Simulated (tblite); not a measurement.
**Question.** Write Cartesian coordinates for InChI=1S/C4H8FO2S/c1-6-2-4(8)7-3-5/h4H,2-3H2,1H3/t4-/m0/s1 as optimised with GFN2-xTB. (Doublet state.)

**Answer.** 
```xyz
16
C4H8FO2S angstrom
C     -2.6692    0.5140    0.0360
O     -1.9047   -0.5770    0.4851
C     -0.7426   -0.8196   -0.2384
C      0.4794    0.0064    0.2365
S      0.2878    1.7639   -0.1385
O      1.5945   -0.5417   -0.4266
C      2.8139   -0.0897    0.0076
F      3.0973   -0.5699    1.2622
H     -2.0981    1.4513    0.1089
H     -3.5429    0.5670    0.6819
H     -2.9787    0.3795   -1.0067
H     -0.8799   -0.6438   -1.3131
H     -0.4807   -1.8700   -0.0792
H      0.5787   -0.0844    1.3259
H      2.8641    1.0090    0.0793
H      3.5734   -0.4861   -0.6731
```

Orientation and origin are arbitrary. Atoms count from 1 in this order. The 4 C–O bonds span 1.371 Å (O6–C7, drawn single) to 1.408 Å (C4–O6, drawn single), a spread of 0.037 Å. O6 (oxygen bonded to 2 C) is bent (angle 115.3°). O2 (oxygen bonded to 2 C) is bent (angle 115.1°). Of the pairs four or more bonds apart, S5···H9 is among the closest relative to their van der Waals radii: 2.42 Å, 81 % of the sum of Bondi's values.

Bonds between heavy atoms (Å): C1–O2 1.406, O2–C3 1.390, C3–C4 1.550, C4–S5 1.807, C4–O6 1.408, O6–C7 1.371, C7–F8 1.373.

The geometry is computed with GFN2-xTB (gas phase). This method treats the open shell by occupation alone, without spin polarisation.

Point group: C1 (no symmetry element, even within 0.4 Å). Its GFN2-xTB frequencies are all real (lowest 41 cm⁻¹). Torsions: C1–O2–C3–C4 86°, O2–C3–C4–S5 -69°, C3–C4–O6–C7 -170°, C4–O6–C7–F8 70°.

One conformer stands for the species.
